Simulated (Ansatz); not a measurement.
Consider the redistribution: `[NH2][GaH][CH2]F` + `[CH3][Y]([CH3])[NH2]` → `[CH3][GaH][CH2]F` + `[CH3][Y]([NH2])[NH2]`.

Computed with Ansatz on PBE0-D4/def2-TZVP structures; ΔE is electronic, products minus reactants. CCSD(T)/CBS is the MP2 limit (def2-TZVPP, def2-QZVPP) plus CCSD(T) − MP2 in def2-TZVPP, frozen cores. DFT in def2-TZVPP. B3LYP here is the variant with VWN-RPA as its local correlation; programs differ in this. Elements past krypton have def2 core potentials. For Ga, Y outer-core shells are correlated without core-valence functions, which leaves a few kJ/mol of doubt a bond. Scalar relativity is left out up to krypton. Each species was taken in one conformer, which may not be the lowest.

`[NH2][GaH][CH2]F`:

Cartesian coordinates in Å:
```
N 0.977 1.278 0.834
Ga 0.085 -0.299 0.708
C -0.743 -0.703 -1.055
F -1.397 -1.933 -1.036
H 1.078 1.945 0.088
H 1.434 1.591 1.673
H 0.032 -1.207 1.974
H 0.010 -0.736 -1.850
H -1.475 0.062 -1.336
```

`[CH3][Y]([CH3])[NH2]`:

```xyz
12

C    -0.485   -2.055    0.640
Y     0.008    0.246    0.419
C     1.745    0.811   -1.081
N    -1.579    1.644    0.683
H     0.188   -2.683    0.039
H    -1.506   -2.293    0.311
H    -0.413   -2.430    1.671
H     2.610    0.135   -1.013
H     2.136    1.832   -0.979
H     1.389    0.731   -2.119
H    -2.503    1.452    1.054
H    -1.592    2.609    0.373
```

`[CH3][GaH][CH2]F`:

Cartesian coordinates in Å:
```
C -0.794 0.260 1.517
Ga 0.657 0.347 0.200
C 0.424 -0.449 -1.613
F -0.838 -1.025 -1.768
H -0.455 -0.255 2.420
H -1.091 1.268 1.819
H -1.665 -0.260 1.119
H 2.041 1.035 0.511
H 1.174 -1.226 -1.807
H 0.547 0.306 -2.399
```

`[CH3][Y]([NH2])[NH2]`:

```xyz
11

C     0.030   -1.175   -1.717
Y    -0.011    0.152    0.256
N     1.731    0.250    1.502
N    -1.775    1.269    0.744
H    -0.947   -1.607   -1.972
H     0.736   -2.015   -1.666
H     0.332   -0.588   -2.598
H     1.856    0.781    2.356
H     2.608   -0.236    1.344
H    -2.637    1.288    0.211
H    -1.923    1.879    1.539
```

Q: Is it downhill or uphill in electronic energy at CCSD(T)/CBS, and by how much? (An estimate is asked.)

A: Ansatz gave: Downhill: ΔE = -0.65 eV.

Q: What do these levels give: r2SCAN, B3LYP, SCS-MP2/def2-TZVPP, CCSD(T)/def2-TZVPP, HF/def2-QZVPP, SCS-MP2/def2-QZVPP? (Best estimate.)

A: Ansatz gave: r2SCAN -0.65, B3LYP -0.67, SCS-MP2/def2-TZVPP -0.68, CCSD(T)/def2-TZVPP -0.66, HF/def2-QZVPP -0.65, SCS-MP2/def2-QZVPP -0.67 eV.

Largest T1 diagnostic among the species: 0.013.
